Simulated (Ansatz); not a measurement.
Computed with Ansatz on PBE0-D4/def2-TZVP structures; ΔE is electronic, products minus reactants. CCSD(T)/CBS is the MP2 limit (def2-TZVPP, def2-QZVPP) plus CCSD(T) − MP2 in def2-TZVPP, frozen cores. This one scheme is used for every species. def2 core potentials past Kr. For Ta outer-core shells are correlated without core-valence functions, which leaves a few kJ/mol of doubt a bond. Each species was taken in one conformer, which may not be the lowest.

Consider the formal hydrolysis of a Ta–N bond: `[NH2][Ta]([NH2])(=[O])[OH]` + H₂O → `[NH2][Ta](=[O])([OH])[OH]` + NH₃.

```csv
species,CCSD(T)/CBS(def2) energy (Eh)
`[NH2][Ta]([NH2])(=[O])[OH]`,-319.85218
H₂O,-76.37941
`[NH2][Ta](=[O])([OH])[OH]`,-339.73697
NH₃,-56.50880
```

**Question.** Work out ΔE.

**Answer.** ΔE = (-339.73697) + (-56.50880) − (-319.85218) − (-76.37941) = -0.01418 Eh = -37.2 kJ/mol.

Largest T1 diagnostic among the species: 0.020.

In def2-TZVPP, CCSD(T) changes the Hartree–Fock value by +8.8 kJ/mol (the triples alone add +0.8 kJ/mol) and MP2 by +9.3 kJ/mol. Leaving LDA and LC-ωPBE aside and taking each functional with its dispersion term where it has one, the values, not all of them listed here, spread over 8.0 kJ/mol, from B97M-V to HSE06-D4. LDA lies +3.2 kJ/mol from PBE without D4. At CCSD(T), def2-SVP lies −6.7 kJ/mol from the extrapolated value and def2-TZVPP −1.9 kJ/mol.
